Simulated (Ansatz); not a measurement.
Input for Ansatz (a quantum-chemistry and plane-wave program): R-wB97M-V/def2-TZVPP on ClHSSi (SMILES S[Si]Cl), a point of a torsion scan.

Ansatz 0.2 input:
```yaml
crystal:
  periodic: [false, false, false]
  atoms:
    - {symbol: S, position_ang: [-1.22247643, 0.50144494, 0.49310017]}
    - {symbol: Si, position_ang: [0.76414572, 0.84261798, -0.36773362]}
    - {symbol: Cl, position_ang: [1.69646551, 1.75107789, 1.20524860]}
    - {symbol: H, position_ang: [-1.46172242, -0.58563187, -0.22833481]}
basis:
  gaussian:
    orbitals: def2-TZVPP
hamiltonian:
  xc: {name: wB97M-V}
scf: {lower_state_search: off}
```

The log:

```
WARN ansatz: RAYON_NUM_THREADS=2 ignored (pool sized by the plan → 2); use --threads N
Functional definition: wB97M-V
these checks for a lower state are left out or cut short: stability, starts, cluster_reference, orbital_swaps, neighbouring_geometries, increment
integrals: 0.09 GiB planned
951 factors; their error is unknown
integrals: 0.12 GiB planned
159 factors; integrals over basis functions are off by at most 4.1e-5 eV
mean field: 0.68 GiB planned
mean field evaluation 1: about -31251.4902 eV, gradient 1.7e1 eV
mean field evaluation 2: about -31251.9581 eV, gradient 1.5e1 eV
mean field evaluation 4: about -31252.4693 eV, gradient 5.3e-1 eV
mean field evaluation 8: about -31252.4952 eV, gradient 1.0e-1 eV
mean field evaluation 16: about -31252.4953 eV, gradient 3.9e-5 eV
mean field -31252.49525321 eV, -1148.5080168534 hartree, gradient 4.0e-6 eV, S^2 0.000000; 0 other end points of the search recorded, 0 dependent functions left out
reference -31252.49528978 eV, -1148.5080181973 hartree; 24, 24 occupied and 116, 116 virtual orbitals, 951 factors
Total energy: -31252.49528978 eV, -1148.5080181973 hartree
Checks for a lower state left out: stability, starts, cluster_reference, orbital_swaps, neighbouring_geometries, increment
```

The calculation finished and met its thresholds.

Cost: roughly 4 core-seconds.
